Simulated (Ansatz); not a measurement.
Geometry optimisation, RHF/def2-SVP in Ansatz 0.2.0.

input.yaml

```yaml
crystal:
  periodic: [false, false, false]
  atoms:
    - { symbol: Ge, position_ang: [0.0, 0.0, 0.0] }
    - { symbol: Cl, position_ang: [0.0, 0.0, 2.57] }
    - { symbol: H, position_ang: [1.4616, 0.0, -0.5162] }
    - { symbol: H, position_ang: [-0.73, 1.2648, -0.5162] }
    - { symbol: H, position_ang: [-0.73, -1.2648, -0.5162] }
    - { symbol: S, position_ang: [-2.4199, 0.0, 0.8041] }
    - { symbol: H, position_ang: [-3.1755, -0.8728, 0.0121] }
    - { symbol: H, position_ang: [-1.4563, 0.0, 2.0643] }
basis:
  gaussian: { orbitals: def2-SVP }
hamiltonian:
  xc: hf
relax:
  f_tol: 0.15
  max_steps: 25
  restrain:
    - { distance: [0, 5], at: 2.25, k: 30.0 }
    - { distance: [7, 1], at: 1.37, k: 30.0 }
    - { distance: [0, 1], at: 3.42, k: 30.0 }
    - { distance: [7, 5], at: 2.6, k: 30.0 }
output:
  orbitals: {}
```

Launched with:

```bash
$ ansatz run input.yaml --threads 1 --pin off --max-ram 2048MiB --backend cpu --events-out ev --progress --plain --runs-dir out
```

Question: Where does it end, and by what steps?

Answer: It converged. The restraints hold the end off the free minimum. After 14 steps the energy has fallen by 3.913 eV (the restraints' own energy left out); H3 moved furthest, 1.65 Å.

```tsv
step	energy less start (eV)	largest force component (eV/Å)	accepted
0	0.0000	3.382	yes
1	-0.2386	1.637	yes
2	-0.4632	2.010	yes
3	-1.2646	1.517	yes
4	-2.1294	1.601	yes
5	-2.7673	1.141	yes
6	-3.2367	1.397	yes
7	-3.4756	1.633	yes
8	-3.6327	1.735	yes
9	-3.6889	1.393	yes
10	-3.7522	1.328	yes
11	-3.7786	1.765	yes
12	-3.8626	1.164	yes
13	-3.9069	1.214	yes
14	-3.9130	1.348	yes
```

```xyz
8
Properties=species:S:1:pos:R:3
Ge -0.521 -0.108 -0.433
Cl 0.182 0.782 2.806
H 0.452 -1.049 0.265
H -0.082 1.349 -0.385
H -0.712 -0.558 -1.887
S -2.541 -0.164 0.559
H -2.776 -1.464 0.346
H -1.053 0.338 2.633
```

Time of the run: 35 s on 1 thread of Arm Neoverse V1, with other jobs on the host, peak memory 0.19 GiB.
